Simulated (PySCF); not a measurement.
# What each rung costs, and what it gives

Saddle point of BSiH5OF2, closed shell (BHOF₂ ([OH][B]([F])[F]) + SiH₄ → BSiH₃F₂ ([F][B]([F])[SiH3]) + H₂O; bonds formed: B1–Si6, O2–H5; bonds broken: B1–O2, H5–Si6), PBE0-D4/def2-TZVP structure:

| atom | x (Å) | y (Å) | z (Å) |
| --- | --- | --- | --- |
| B1 | -0.1705 | 0.2510 | -0.9632 |
| O2 | 1.1166 | 1.1034 | -0.8794 |
| F3 | -0.0591 | -0.7250 | -1.8720 |
| F4 | -1.2683 | 1.0357 | -1.0038 |
| H5 | 0.8300 | 0.4811 | 0.1105 |
| Si6 | -0.2265 | -0.8252 | 1.0539 |
| H7 | 0.8774 | 2.0337 | -0.7658 |
| H8 | 0.7973 | -1.8815 | 1.2670 |
| H9 | -0.3601 | -0.0155 | 2.2971 |
| H10 | -1.5367 | -1.4575 | 0.7557 |

Barriers are electronic and count from the start structure reached by relaxing down the imaginary mode.

Program: PySCF 2.14 with density fitting (its default auxiliary sets; JK sets also for MP2 and CCSD(T)). Basis: as named in each row. Cores are frozen in the correlated methods. B3LYP uses VWN-RPA correlation. Extrapolation: Hartree–Fock as exp(−7.88 √X), correlation as X^−2.97.

Times are rough, for one single point on 4 threads of a shared host (Intel Xeon).

The estimate by CCSD(T) at an estimated basis limit (MP2 extrapolated from triple and quadruple zeta, plus CCSD(T) − MP2 in triple zeta) is 60.90 kcal/mol.

```
   method       basis  time (s)  barrier (kcal/mol)  method less estimate
       HF      STO-3G         2               95.83                 34.93
 B3LYP-D4       6-31G         8               57.86                 -3.03
   PBE-D4    def2-SVP        12               47.22                -13.68
  PBE0-D4    def2-SVP        12               53.62                 -7.27
      MP2  def2-QZVPP        13               60.45                 -0.45
    SPW92  def2-TZVPP        18               40.36                -20.54
  PBE0-D4  def2-TZVPP        23               54.37                 -6.53
 B3LYP-D4  def2-TZVPP        23               60.72                 -0.18
 BHLYP-D4  def2-TZVPP        23               67.41                  6.51
   PBE-D4  def2-TZVPP        28               48.73                -12.17
r2SCAN-D4  def2-TZVPP        48               54.20                 -6.69
  CCSD(T)    def2-SVP       170               66.04                  5.14
  wB97M-V  def2-TZVPP       520               59.99                 -0.91
  CCSD(T)  def2-TZVPP      1400               61.80                  0.90
```

All methods are single points on the PBE0-D4 structures.

The T1 diagnostic stays at or below 0.014.

Labels in which every atom is bracketed show which atoms are joined, not bond orders.
